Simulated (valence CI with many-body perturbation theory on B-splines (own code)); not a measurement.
Ni15+: magnetic and hyperfine properties of the levels

Calculated by configuration interaction combined with many-body perturbation theory (CI+MBPT): three valence electrons over a frozen Dirac-Fock core [Ne], a basis of 11 s, 11 p, 10 d, 8 f, 5 g, 2 h functions for each j, with the one-electron correlation potential Σ1 (screened to all orders), the two-electron term Σ2, the three-electron term Σ3, Breit, model QED; selected single and double excitations, second order for the rest, scaled by the run's own slope (own B-spline code, finite nucleus).

No measured levels were compared; by estimate levels of excited configurations hold to 0.05 to 0.15 % of their energy, terms of the ground configuration to about 0.5 %.

A/g_I is the dipole constant over the nuclear g factor μ/I (μ in nuclear magnetons, uniformly magnetised nucleus), B/Q the quadrupole constant per barn. Both hold the static response of the core; the bare values leave it out. Large factors of s and p1/2 electrons are usually good to 5 to 10 %; those of open d and f shells near neutrality can be off by tens of per cent, and small factors of p3/2, d and f electrons come from cancelling terms and can be off by a factor of two or in sign, in half-filled shells by more. B is blank for J = 1/2, where it vanishes, and for nearly pure S terms. Energies count from the lowest level.

Names give the largest LS component (configuration and term), which can be under half, so a name can repeat, a term be missing and a line seem to break the LS rules; names also repeat where a configuration has a term twice. Letters in brackets count levels of one name in rising energy.

```tsv
Level	E (cm⁻¹)	g	A/g_I (MHz)	A/g_I bare	B/Q (MHz/b)	B/Q bare
3s²3p ²P°_1/2	0	0.664	33100	31500		
3s²3p ²P°_3/2	27774	1.333	6580	6480	11500	11100
3s3p² ⁴P_1/2	259340	2.654	64700	62100		
3s3p² ⁴P_3/2	271250	1.730	28400	27300	9450	9050
3s3p² ⁴P_5/2	284840	1.585	29700	28500	-10900	-10400
3s3p² ²D_3/2	347080	0.808	-5900	-5410	14600	14000
3s3p² ²D_5/2	351230	1.214	28300	26900	20200	19300
3s3p² ²S_1/2	417860	1.576	72100	68300		
3s3p² ²P_1/2	448530	1.104	55400	52300		
3s3p² ²P_3/2	458280	1.326	-6140	-5310	-11600	-11100
3s²3d ²D_3/2	539910	0.800	887	1130	3230	3260
3s²3d ²D_5/2	543170	1.199	4570	4610	4510	4550
3p³ ²D°_3/2	662720	0.925	2900	2850	4990	4810
3p³ ²D°_5/2	669930	1.199	12600	12300	-3480	-3290
3p³ ⁴S°_3/2	678560	1.861	-2190	-933	-1670	-1600
3s3p3d ⁴F°_3/2	733820	0.415	-11200	-10600	5730	5610
3p³ ²P°_1/2	739680	0.664	28500	26800		
3s3p3d ⁴F°_5/2	739810	1.032	9210	8990	4550	4490
3p³ ²P°_3/2	746460	1.335	4060	4360	-4360	-4170
3s3p3d ⁴F°_7/2	748650	1.240	14700	14200	6760	6660
3s3p3d ⁴F°_9/2	761430	1.333	15400	14900	14000	13600
3s3p3d ⁴P°_5/2	788230	1.501	17600	17100	5040	5000
3s3p3d ⁴D°_3/2	791180	1.377	11400	11300	3090	3000
3s3p3d ⁴D°_1/2	792870	0.276	-33200	-31200		
3s3p3d ⁴D°_7/2	807030	1.424	18600	18000	-8040	-7600
3s3p3d ⁴D°_5/2	808140	1.419	18800	18200	-5640	-5460
3s3p3d ⁴P°_1/2	808330	2.393	59300	56800		
3s3p3d ⁴P°_3/2	808610	1.523	22500	21800	-3820	-3780
3s3p3d ²D°_3/2 [a]	822430	0.828	-12400	-11500	-5950	-5630
3s3p3d ²D°_5/2 [a]	823580	1.231	21800	20800	-7740	-7320
3s3p3d ²F°_5/2 [a]	850110	0.871	9260	8870	11300	11100
3s3p3d ²F°_7/2 [a]	871810	1.142	1380	1630	13900	13500
3s3p3d ²P°_3/2 [a]	920070	1.277	12800	12500	2670	2650
3s3p3d ²P°_1/2 [a]	932710	0.664	-27600	-25900		
3s3p3d ²F°_7/2 [b]	934470	1.144	16100	15400	13700	13400
3s3p3d ²F°_5/2 [b]	938450	0.862	-7350	-6710	11800	11500
3s3p3d ²P°_1/2 [b]	958480	0.663	2950	3040		
3s3p3d ²D°_3/2 [b]	960350	1.007	15700	14900	-1180	-1010
3s3p3d ²P°_3/2 [b]	964330	1.179	2180	2500	-4840	-4630
3s3p3d ²D°_5/2 [b]	964610	1.192	-3560	-2950	-8580	-8110
```

Q: Take the isotope of mass number 61, with I = 3/2, μ = -0.74965 μN and Q = 0.162 b. What is the hyperfine structure of 3s3p² ⁴P_3/2?

A: From the table A = -14200 MHz, B = 1530 MHz. Shifts from the centre of gravity in MHz: F = 0: 55200, F = 1: 39400, F = 2: 9500, F = 3: -31600.
